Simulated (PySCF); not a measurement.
C6H6NO (doublet state).
Cartesian coordinates in Å at the GFN2-xTB level; atoms count from 1:
```xyz
14
C6H6NO angstrom
C      2.6667    0.6176    0.6094
N      2.7423   -0.6780    0.6504
C      1.4810   -1.1207    0.5108
C      0.6150   -0.0089    0.3784
C     -0.7232    0.0763    0.2129
C     -1.9220    0.8922    0.0518
C     -1.9960   -0.6225    0.0791
O      1.4253    1.1058    0.4479
H      3.4851    1.3037    0.6887
H      1.2304   -2.1599    0.5078
H     -2.2936    1.4473    0.9038
H     -2.0848    1.4023   -0.8890
H     -2.2073   -1.1481   -0.8436
H     -2.4196   -1.1075    0.9495
```

The hyperfine couplings belong to this conformer and change with its torsions.

The species is `c1ncc([C]2CC2)o1` [radical].

Theory: UKS B3LYP, pcH-1 on C H N O, non-relativistic, mean-field spin-orbit, GIAO (PySCF). Geometry: GFN2-xTB, one conformer, isolated molecule. The geometry wasn't refined by DFT: couplings that depend on bond lengths, twists or pyramidal angles can differ widely from those at the functional's own minimum. The SCF solution wasn't tested for stability. ⟨S²⟩ is 0.774 where a pure state has 0.75.

Task: Break the g tensor into its mass correction, gauge correction and orbital-Zeeman/spin–orbit terms.

Result: 
| Δg (ppm) | 1 | 2 | 3 |
| --- | --- | --- | --- |
| relativistic mass correction | -152 | -152 | -152 |
| gauge correction | 0 | 37 | 29 |
| orbital Zeeman/spin–orbit | -13 | 380 | 825 |
| total | -164 | 265 | 703 |

So g = 2.00215, 2.00258, 2.00302 and g_iso = 2.00259; the tensor is rhombic: the two nearest values differ by 50 % of g3 − g1. Axes: g2 points within 3° of the C1–O8 bond and g3 points within 6° of the C3–H10 bond.

Task: What effective moment and Curie constant follow for a powder?

Result: With the mean of g² = 4.0104 and S(S+1) = 0.75: μ_eff = √(⟨g²⟩S(S+1)) = 1.734 μB and χT = 0.12505·⟨g²⟩·S(S+1) = 0.376 cm³ K/mol (cgs; spin-Hamiltonian part alone).

Task: At 9.44 GHz, how far is the centre of the isotropic spectrum from where a free electron (g = 2.002319) resonates?

Result: B = hν/(g μB) with μB/h = 13.99624 MHz/mT gives 336.84 mT for the free electron and 336.80 mT at g_iso, 0.05 mT lower.

Task: Average each term over the three axes. Which is largest in size?

Result: The orbital-Zeeman/spin–orbit term 398, the mass correction -152 and the gauge correction 22 ppm, for a total of 268 ppm. The orbital-Zeeman/spin–orbit term is the largest in size. The mass correction is the same along every axis, so the anisotropy comes from the other two: their spans along these axes are 37 (gauge) and 838 ppm (orbital Zeeman/spin–orbit).

Task: In a frozen sample, at which fields do the three g values resonate at 9.5, 34, 94 and 263 GHz (hyperfine left aside), and which band first spreads them over more than twice a line width of 0.3 mT?

Result: 
```csv
band,GHz,B(g3) mT,B(g2) mT,B(g1) mT,spread mT
X,9.5,338.86,338.94,339.01,0.15
Q,34.0,1212.78,1213.04,1213.30,0.53
W,94.0,3352.98,3353.71,3354.43,1.45
J,263.0,9381.20,9383.25,9385.26,4.06
```

The spread grows in proportion to the frequency. W band is the first where it exceeds 0.6 mT.

The largest Mulliken spin populations are on C5 (+0.59), C3 (+0.42), C1 (+0.27) and C4 (-0.18). Three atoms exceed +0.15. The angles at C5 add up to 360.0°, so it is planar.

The HOMO–LUMO gaps are 5.04 eV among the α and 5.15 eV among the β orbitals.
